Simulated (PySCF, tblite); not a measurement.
Isomers of C2H8F3NSi2, one GFN2-xTB conformer each. Single-point energies are computed at PBE0/pcSseg-1 (PySCF, gas phase, no added dispersion term), electronic only.

**Question.** Rank them by PBE0/pcSseg-1 energy, lowest first (kJ/mol).
A. `[NH2:1][SiH2:2][SiH2:3][CH2:4][C:5]([F:6])([F:7])[F:8]` with H–N1–Si2–Si3 50° and -171°, N1–Si2–Si3–C4 63°, Si2–Si3–C4–C5 72°
B. `[F:1][C:2]([F:3])([F:4])[SiH2:5][CH2:6][NH:7][SiH3:8]` with C2–Si5–C6–N7 64°, Si5–C6–N7–Si8 88°

**Answer.** A (0.0), B (97.5).

As drawn, the lower has an Si–Si bond, which the higher lacks. GFN2-xTB itself gives, in the same order: 0.0, 11.8. Both levels put the same isomer lowest.

**Question.** Which frontier levels, dipoles and rotational constants go with these structures?

**Answer.** 
```json
{"SMILES": "N[SiH2][SiH2]CC(F)(F)F", "HOMO (eV, PBE0/pcSseg-1)": "-7.48", "LUMO (eV)": "-0.31", "dipole (D)": "3.39", "A, B, C (MHz)": "2437, 741.5, 688.3"}
{"SMILES": "FC(F)(F)[SiH2]CN[SiH3]", "HOMO (eV, PBE0/pcSseg-1)": "-6.78", "LUMO (eV)": "0.17", "dipole (D)": "2.14", "A, B, C (MHz)": "2605, 681.6, 646.7"}
```

**Question.** What happens when harmonic zero-point energies from GFN2-xTB frequencies are added?

**Answer.** 
```
                SMILES  ZPE (kJ/mol)  electronic (kJ/mol)  with ZPE (kJ/mol)
N[SiH2][SiH2]CC(F)(F)F         259.2                  0.0                0.0
FC(F)(F)[SiH2]CN[SiH3]         252.8                 97.5               91.1
```

The zero-point energies span 6.4 kJ/mol. The order is unchanged.
